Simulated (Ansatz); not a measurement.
Reactions of `F[Si]O[SiH3]`.

Computed with Ansatz on PBE0-D4/def2-TZVP structures; ΔE is electronic, products minus reactants. CBS: MP2 limit from def2 TZ/QZ plus the TZ coupled-cluster correction, frozen cores. This one scheme is used for every species. Double bonds are as drawn, so ΔE can hold a change between cis and trans. One conformer a species, not always the lowest.

(1) Order these by ΔE at CCSD(T)/CBS, lowest first. (Estimate.)
A. `F[Si]O[SiH3]` + H₂O → `O[Si]F` + silanol
B. `F[Si]O[SiH3]` + `C[SiH](S)Cl` → `[SiH3]O[Si]S` + `C[SiH](F)Cl`
C. `F[Si]O[SiH3]` + `[OH][AlH2]` → `[AlH2][O][SiH3]` + `O[Si]F`
D. `F[Si]O[SiH3]` + `[SiH3]/C=C\S` → `[SiH]O[SiH3]` + `F/C(S)=C\[SiH3]`
E. `F[Si]O[SiH3]` + `[SiH3]S[SiH2]S` → `[SiH3]S[SiH2]S[SiH3]` + `O[Si]F`
F. `F[Si]O[SiH3]` + `[NH2][Al]([NH2])[SH]` → `N[Si]F` + `[NH2][Al]([SH])[O][SiH3]`
G. `F[Si]O[SiH3]` + `C[SiH3]` → `F[SiH]` + `C[SiH2]O[SiH3]`

Largest T1 diagnostic: 0.015, for `F[SiH]`.

## Answers

(1) F (-0.26 eV), C (-0.10 eV), B (+0.07 eV), A (+0.16 eV), E (+0.28 eV), G (+0.83 eV), D (+2.90 eV).
